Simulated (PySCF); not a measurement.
## Pt⁺: fine-structure interval

Pt⁺ [Xe] 4f14 5d9 [5d3/2^4 5d5/2^5, M_J = 5/2] → Pt⁺ [Xe] 4f14 5d9 [5d3/2^3 5d5/2^6, M_J = 3/2], as a difference of total energies. Computed with PySCF 2.14 in x2c-TZVPall-2c with one added diffuse shell each of s, p, d type (12s12p11d2f, 117 functions), with the two-component X2C-1e Hamiltonian. Correlated levels: [Kr] 4d10 4f14 frozen; the 34 highest virtual spinors dropped. "Screened" scales the spin-orbit matrix elements by Boettger's factors to mimic the two-electron term; Breit and QED terms are absent.

```json
{"method": "GHF (screened spin-orbit)", "fine-structure interval (cm⁻¹)": "10997"}
{"method": "GMP2 (screened spin-orbit)", "fine-structure interval (cm⁻¹)": "11863"}
{"method": "GHF (bare spin-orbit)", "fine-structure interval (cm⁻¹)": "12871"}
```
